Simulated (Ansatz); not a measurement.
`C[SiH](N)[AlH][Cl]` + H₂O → `[OH][AlH][Cl]` + `C[SiH2]N`  (formal hydrolysis of the Al–Si bond)

Computed with Ansatz on PBE0-D4/def2-TZVP structures; ΔE is electronic, products minus reactants. CCSD(T)/CBS is the MP2 limit (def2-TZVPP, def2-QZVPP) plus CCSD(T) − MP2 in def2-TZVPP, frozen cores. This one scheme is used for every species. DFT in def2-TZVPP. B3LYP here is the variant with VWN-RPA as its local correlation; programs differ in this. Each species was taken in one conformer, which may not be the lowest.

```
             level  ΔE (kcal/mol)  difference from CCSD(T)/CBS
            PBE-D4          -30.4                          4.7
         r2SCAN-D4          -35.8                         -0.7
           PBE0-D4          -31.4                          3.7
          B3LYP-D4          -35.5                         -0.4
           ωB97X-V          -35.5                         -0.4
           ωB97M-V          -37.0                         -1.9
            B2PLYP          -37.9                         -2.8
               PBE          -31.6                          3.5
            r2SCAN          -36.2                         -1.1
              PBE0          -32.5                          2.6
             B3LYP          -37.3                         -2.2
     HF/def2-TZVPP          -40.3                         -5.2
    MP2/def2-TZVPP          -37.7                         -2.6
SCS-MP2/def2-TZVPP          -38.2                         -3.1
   CCSD/def2-TZVPP          -36.3                         -1.2
CCSD(T)/def2-TZVPP          -35.6                         -0.5
     HF/def2-QZVPP          -40.6                         -5.5
    MP2/def2-QZVPP          -37.5                         -2.4
SCS-MP2/def2-QZVPP          -38.0                         -2.9
      HF/CBS(def2)          -40.7                         -5.6
     MP2/CBS(def2)          -37.1                         -2.0
    CCSD/CBS(def2)          -35.7                         -0.6
       CCSD(T)/CBS          -35.1                            0
```

Largest T1 diagnostic among the species: 0.011.

From PBE to PBE0 (25 % exact exchange), in def2-TZVPP and without D4, ΔE moves by −0.9 kcal/mol. The D4 term adds +1.8 kcal/mol with B3LYP and +1.1 kcal/mol with PBE0; it sums over pairs of atoms, weighted by their polarisabilities, and B3LYP, whose exchange is more repulsive, gets the larger term. In def2-TZVPP, CCSD(T) changes the Hartree–Fock value by +4.7 kcal/mol (the triples alone add +0.7 kcal/mol) and MP2 by +2.7 kcal/mol.
